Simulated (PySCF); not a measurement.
Compound: Si(SiH3)2Me2, C2H12Si3.
Bonds: Si1–Si2, Si1–Si6, Si1–C10, Si1–C14. Hydrogens: H3, H4, H5 on Si2; H7, H8, H9 on Si6; H11, H12, H13 on C10; H15, H16, H17 on C14.

Method: PBE0-D3(BJ)/def2-SVP geometry optimisation, gas phase in PySCF.

Give the optimised bond lengths and angles.

```csv
bond,length (Å)
"Si1–Si2, Si1–Si6",2.348
"Si1–C10, Si1–C14",1.891
Si2–H3 and 5 like bonds,1.498
C10–H11 and 5 like bonds,1.101
```

Bonds in one row agree within 0.01 Å and their mean is given. A selection of angles:
```csv
angle,degrees
Si2–Si1–Si6,107.4
Si2–Si1–C10,110.0
C10–Si1–C14,110.8
Si1–Si2–H3,111.2
Si1–Si2–H5,110.3
H3–Si2–H4,108.1
Si1–C10–H11,110.6
H11–C10–H12,108.1
```

Si2 (silicon bonded to Si and 3 H) is tetrahedral (angles from 108.0° to 111.2°). Si1 (silicon bonded to 2 C and 2 Si) is tetrahedral (angles from 107.4° to 110.8°).

PBE0-D3(BJ)/def2-SVP frequencies: not computed here.
